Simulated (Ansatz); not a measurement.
```yaml
atoms:
  - { symbol: B, position_ang: [0.0000, 0.0000, 0.0000] }
  - { symbol: N, position_ang: [0.0000, 0.0000, 1.9950] }
```

Basis set: pcseg-2 (spherical functions). Charge 0, multiplicity 3.

Computed with Ansatz (development build ahead of 0.2.0); each method stands on the lowest determinant of its kind that the runs found.

Q: Give the atomization energy at this shape (free ground-state atoms in the same class of orbitals less the molecule, no zero-point energy) of triplet BN by PBE (unrestricted), ROHF.

A:

```tsv
method	atomization energy
PBE (unrestricted)	2.44 eV
ROHF	0.02 eV
```

Caution: the shape is not the minimum. Caution for ROHF: stretched shape with no unrestricted run beside it, a lower state can exist.
